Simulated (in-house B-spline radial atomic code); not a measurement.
## Ionising Kr with different functionals

Computed with a B-spline radial code for spherical atoms: scalar-relativistic (spin-free X2C) Hamiltonian, Fermi nucleus of rms radius 4.1884 fm, spin-polarised at highest spin, spherical fractional occupations for the functionals, the average over the highest-spin determinants for Hartree-Fock. The ionisation energy is the difference of two self-consistent energies, [Ar] 3d10 4s2 4p6 → [Ar] 3d10 4s2 4p5, without Breit or QED terms; ε is the level of the shell that loses the electron (its least bound occupied spin orbital). There is no spin-orbit coupling in this Hamiltonian.

Hybrids are left out here: with spherical fractional occupations of an open shell their exact exchange keeps a self-interaction that integer-occupation calculations don't have.

| method | rung | ΔSCF (eV) | -ε(4p) (eV) |
| --- | --- | --- | --- |
| Hartree-Fock | Hartree-Fock | 13.22 | 14.24 |
| LDA VWN5 | LDA | 14.25 | 9.39 |
| LDA PW92 | LDA | 14.25 | 9.39 |
| LDA exchange-only | LDA | 12.86 | 8.13 |
| PBE | GGA | 14.07 | 9.25 |
| PBEsol | GGA | 14.07 | 9.24 |
| BLYP | GGA | 13.92 | 9.09 |
| RPBE | GGA | 14.03 | 9.21 |
| PW91 | GGA | 14.13 | 9.30 |
| BP86 | GGA | 14.18 | 9.35 |
| AM05 | GGA | 14.05 | 9.21 |
| OLYP | GGA | 14.00 | 9.17 |
| TPSS | meta-GGA | 14.19 | 9.38 |
| SCAN | meta-GGA | 14.43 | 9.65 |
| r2SCAN | meta-GGA | 14.43 | 9.65 |
| revTPSS | meta-GGA | 14.21 | 9.40 |

**Question.** How do they compare with the NIST value?

**Answer.** NIST lists 14.000 eV (measured, ground level to ground level). Errors run from -1.14 to +0.43 eV; OLYP is closest (-0.00 eV), but part of that can be cancellation, since the calculations leave out spin-orbit coupling, Breit-QED terms, multiplet and fine-structure energies. Hartree-Fock also lacks correlation.
